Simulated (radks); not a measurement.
Cl VI, configuration [Ne] 3s2 (the NIST ground configuration).

All-electron calculation, Dirac Kohn-Sham, PBE, spin-unpolarised, spherical densities, finite nucleus; Fermi nuclear charge, rms radius 3.3654 fm. Program: a radial shooting solver on a logarithmic mesh with Libxc functionals.

Energy parts (eV):
| part | energy |
|---|---|
| total | -12359.321 |
| kinetic | 12428.656 |
| electron-nucleus | -28459.987 |
| Hartree | 4374.258 |
| exchange-correlation | -702.248 |

Orbitals (lengths in bohr, moments of r in powers of bohr; r(max) is where P^2 peaks):
| orbital | occ. | eigenvalue (eV) | <r> | <r^4> | r(max) | <r^2> |
|---|---|---|---|---|---|---|
| 1s1/2 | 2 | -2839.570 | 0.09095 | 0.0003198 | 0.05946 | 0.01113 |
| 2s1/2 | 2 | -336.9118 | 0.4416 | 0.09597 | 0.3608 | 0.2315 |
| 2p1/2 | 2 | -277.4522 | 0.4018 | 0.08514 | 0.2991 | 0.2008 |
| 2p3/2 | 4 | -275.7284 | 0.4041 | 0.08680 | 0.3009 | 0.2029 |
| 3s1/2 | 2 | -89.4140 | 1.310 | 5.790 | 1.179 | 1.954 |

The highest occupied level is 3s1/2 at -89.414 eV. Summed over all electrons, <r^2> = 5.606 bohr^2, which gives a Langevin (diamagnetic) susceptibility term of -4.44 x 10^-6 cm^3/mol. The electron density at the nucleus is 3609 e/bohr^3. The density falls to 0.001 e/bohr^3 at r = 2.58 bohr. For comparison, the ionisation energy in NIST's Atomic Spectra Database is 96.94 eV (semi-empirical). In exact Kohn-Sham theory the highest level is minus the ionisation energy, but local and semilocal functionals leave it too shallow, through self-interaction and a potential that decays too fast; potentials with the right tail come closer.
